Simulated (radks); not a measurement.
Values are calculated unless marked as measured or tabulated.
Task: The mean radii <r> (bohr) of the occupied orbitals of an atom or ion are listed with their occupations. Code: a radial shooting solver on a logarithmic mesh with Libxc functionals. Model: Dirac Kohn-Sham, PBE, spin-unpolarised, spherical densities, finite nucleus; Fermi nuclear charge, rms radius of each element as measured or else 0.836 A^(1/3) + 0.57 fm.

| orbital | occ. | <r> |
|---|---|---|
| 1s1/2 | 2 | 0.02363 |
| 2s1/2 | 2 | 0.1005 |
| 2p1/2 | 2 | 0.08422 |
| 2p3/2 | 4 | 0.09063 |
| 3s1/2 | 2 | 0.2659 |
| 3p1/2 | 2 | 0.2556 |
| 3p3/2 | 4 | 0.2681 |
| 3d3/2 | 4 | 0.2394 |
| 3d5/2 | 6 | 0.2433 |
| 4s1/2 | 2 | 0.6073 |
| 4p1/2 | 2 | 0.6238 |
| 4p3/2 | 4 | 0.6520 |
| 4d3/2 | 4 | 0.7015 |
| 4d5/2 | 6 | 0.7116 |
| 5s1/2 | 2 | 1.472 |
| 5p1/2 | 2 | 1.655 |
| 5p3/2 | 4 | 1.742 |
| 4f5/2 | 1.71429 | 1.077 |
| 4f7/2 | 2.28571 | 1.093 |

Name the element and its charge. Open shells, if any, are shared by 2j + 1.

Result: Z = 60, neodymium, charge +2: Nd2+ in [Xe] 4f4. The 1s radius gives Z: for a bare nucleus <r> = (2 gamma + 1)/(2Z) with gamma = sqrt(1 - (Z/c)^2), 0.02332 bohr for Z = 60, and screening makes it slightly larger (0.02363 here). The occupations add up to 58, and the charge is Z minus that.
